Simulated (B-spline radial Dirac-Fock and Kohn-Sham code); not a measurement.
# Neutral samarium: differential elastic cross section for electrons at 2 keV

The computed values come from a radial B-spline solver: relativistic (Dirac) partial waves in the static field of the Dirac-Fock atom with Furness-McCarthy exchange, without polarisation or absorption potentials.

The run's input, task.json:

```json
{"items": [{
  "Z": 62,
  "q": 0,
  "cfg": [[1, 0, 2], [2, 0, 2], [2, 1, 6], [3, 0, 2], [3, 1, 6], [3, 2, 10], [4, 0, 2], [4, 1, 6], [4, 2, 10], [4, 3, 6], [5, 0, 2], [5, 1, 6], [6, 0, 2]],
  "A": 152,
  "rrms": 5.0819,
  "do": "elastic",
  "energies": [[2000, 0]],
  "theta": [0, 1, 2, 3, 5, 7, 10, 15, 20, 25, 30, 40, 50, 60, 70, 80, 90, 100, 110, 120, 130, 140, 150, 160, 170, 180]
}]}
```

Launch: `python xray2_run.py task.json out`

| θ (°) | dσ/dΩ (a₀²/sr) | Sherman function |
| --- | --- | --- |
| 0 | 443 | 0.000 |
| 1 | 387 | 0.000 |
| 2 | 270 | 0.000 |
| 3 | 167 | 0.000 |
| 5 | 64.8 | 0.000 |
| 7 | 30.4 | 0.000 |
| 10 | 11.9 | -0.001 |
| 15 | 3.66 | -0.002 |
| 20 | 1.64 | -0.001 |
| 25 | 0.880 | 0.003 |
| 30 | 0.543 | 0.010 |
| 40 | 0.265 | 0.018 |
| 50 | 0.149 | -0.003 |
| 60 | 0.0952 | -0.048 |
| 70 | 0.0719 | -0.061 |
| 80 | 0.0624 | -0.012 |
| 90 | 0.0550 | 0.063 |
| 100 | 0.0425 | 0.130 |
| 110 | 0.0264 | 0.166 |
| 120 | 0.0172 | 0.030 |
| 130 | 0.0294 | -0.149 |
| 140 | 0.0726 | -0.117 |
| 150 | 0.143 | -0.071 |
| 160 | 0.223 | -0.041 |
| 170 | 0.287 | -0.018 |
| 180 | 0.311 | 0.000 |

**Question.** What integrated cross sections go with this distribution?

**Answer.** The total elastic cross section is 8.55 a₀², the first transport cross section 1.09 a₀² and the second, weighted with (3/2) sin²θ, 1.17 a₀². The mean deflection is ⟨1 − cos θ⟩ = 0.127, and 4.9 % of the collisions scatter beyond 90°.

On this grid of angles the cross section has a minimum near 120°.
